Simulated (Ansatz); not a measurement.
Several settings on one geometry of the cluster Be2I2⁺ (that of the charge 1 doublet, r2SCAN-D4/def2-TZVP). Ansatz on 4 threads of Arm Neoverse N1 on a shared host; times are rough.

```csv
atom,x (Å),y (Å),z (Å)
Be1,-1.767,-1.691,0.026
Be2,0.669,0.628,-0.010
I3,0.624,-1.664,-0.083
I4,0.474,2.727,0.067
```

Totals from different functionals, basis sets or treatments of relativity can't be compared as stabilities.

In the def2 sets I takes a core potential; there is no spin–orbit coupling. Correlated methods freeze 8 core orbitals; core or outer-core shells of I are correlated, in sets that lack core-valence functions.

The spins typed aren't always the lowest for that charge.

Give the basis size and estimate the energy, ⟨S²⟩ and time of these runs.

```tsv
run	method	charge	state	further keys
1	UKS B97M-V/def2-TZVP	1	quartet	point_charges: [{charge: 0.50, position_ang: [4.931, 0.046, 0.535]}]; forces asked
2	UKS B2PLYP/def2-SVPD	1	doublet	fitting: {mean_field: def2-universal-jkfit}
3	UKS B2GP-PLYP/def2-mTZVP	1	doublet	final_grid: {core_spheres: 20, valence_spheres: 16, degree: 47}; point_charges: [{charge: -1.00, position_ang: [4.262, 0.788, 0.334]}]; scf: {omitted_lower_state_checks: [starts]}; forces asked
```


| run | functions | energy (Eh) | ⟨S²⟩ | wall time |
| --- | --- | --- | --- | --- |
| 1 | 138 | -624.4936 | 3.76 | 87 s |
| 2 | 94 | -624.0342 | 0.75 | 3.4 s |
| 3 | 94 | -623.8901 | 0.75 | 16 s |
